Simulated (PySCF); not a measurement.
CH₈FNSi₂, SMILES NC[SiH2][SiH2]F.

Geometry optimised at PBE0-D3(BJ)/def2-SVP. This is a generated structure with no PubChem entry under its InChIKey; it may be hypothetical. Other conformers were not sampled.

All values below come from PBE0-D3(BJ)/def2-SVP (PySCF 2.14.0).

Frequencies are harmonic and unscaled.

Computed vibrational spectrum:
```tsv
mode	ν (cm⁻¹)	IR (km/mol)	Raman (Å⁴/amu)	depolarisation	moving atoms (share of kinetic energy)
1	39	1.2	0.1	0.75	F 41 %, Si 21 %, H 16 %, N 14 %
2	74	0.2	0.3	0.67	H 44 %, C 21 %, F 16 %, N 14 %
3	92	0.5	1.0	0.55	Si 41 %, H 27 %, N 19 %, C 9 %
4	172	7.4	1.2	0.72	F 35 %, Si 33 %, H 17 %, N 9 %
5	270	21.4	3.9	0.26	H 44 %, N 26 %, Si 18 %, C 11 %
6	274	39.6	2.3	0.40	H 77 %, N 11 %
7	404	11.4	14.2	0.42	H 76 %, Si 17 %
8	422	4.0	22.5	0.23	Si 65 %, H 30 %
9	492	6.2	8.9	0.67	H 75 %, Si 21 %
10	614	7.6	14.6	0.70	H 81 %, Si 13 %
11	679	13.0	11.9	0.15	C 41 %, Si 34 %, H 23 %
12	735	21.0	22.6	0.75	H 87 %
13	786	241.5	5.2	0.61	H 84 %, Si 11 %
14	822	20.8	10.2	0.73	H 76 %, C 19 %
15	844	212.7	14.9	0.65	H 60 %, F 26 %
16	853	209.3	8.2	0.38	H 53 %, F 20 %, N 15 %, Si 10 %
17	904	189.7	17.8	0.55	H 67 %, Si 18 %, F 10 %
18	922	30.6	14.8	0.71	H 81 %, Si 14 %
19	949	87.0	12.0	0.74	H 91 %
20	1093	9.7	1.5	0.74	H 96 %
21	1114	3.6	4.0	0.67	C 45 %, N 35 %, H 20 %
22	1262	7.7	14.3	0.32	H 76 %, C 22 %
23	1369	0.2	6.0	0.75	H 82 %, N 10 %
24	1428	4.8	11.3	0.70	H 93 %
25	1638	21.1	7.8	0.58	H 92 %
26	2195	80.0	123.1	0.28	H 97 %
27	2205	74.3	130.5	0.45	H 96 %
28	2227	114.8	240.7	0.06	H 98 %
29	2236	146.5	166.1	0.45	H 96 %
30	3058	11.7	97.9	0.16	H 94 %
31	3115	4.5	73.4	0.75	H 90 %, C 9 %
32	3538	2.9	100.6	0.08	H 96 %
33	3623	4.6	50.6	0.75	H 92 %, N 8 %
```
